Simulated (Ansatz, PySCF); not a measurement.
Mo(S)2(Br)(OH) (BrHMoOS₂), SMILES [OH][Mo](=[S])(=[S])[Br], multiplicity 1.

Coordinates come from a B3LYP-D3(BJ)/def2-SVP optimisation. A frequency run showed that this geometry is not a minimum. The spin state was assumed, not searched. The def2 effective core potentials stand for the cores of Mo; spin–orbit coupling is left out. Other conformers were not sampled.

Vertical ionisation energy (IE) and electron affinity (EA) in eV. Rows of orbital energies are one-electron estimates. Where ΔSCF, EOM or ADC give a negative EA the extra electron is unbound and the value depends on the basis.

```tsv
level	IE	EA
−ε(HOMO), −ε(LUMO), r2SCAN/def2-TZVP (PySCF)	6.61	4.26
−ε(HOMO), −ε(LUMO), PBE/def2-TZVP (PySCF)	6.33	4.21
ΔSCF, PBE0/def2-SVPD (Ansatz), final states of multiplicity 2 and 2	?	?
ΔSCF, PBE/def2-SVPD (Ansatz), final states of multiplicity 2 and 2	9.07	1.81
```

Task: What belongs in the gaps? (The exact figures need the calculation; the answer reports its results.)

Result: 
- ΔSCF, PBE0/def2-SVPD (Ansatz, a first-principles code), final states of multiplicity 2 and 2, IE: 9.24
- ΔSCF, PBE0/def2-SVPD (Ansatz), final states of multiplicity 2 and 2, EA: 2.27

Task: What vertical singlet–triplet gap does ΔSCF give with PBE0/def2-SVPD (Ansatz) and with PBE/def2-SVPD (Ansatz)? (An estimate is asked for; the answer gives what the named calculation found.)

Result: 1.71 and 2.00 eV (triplet above singlet where positive).
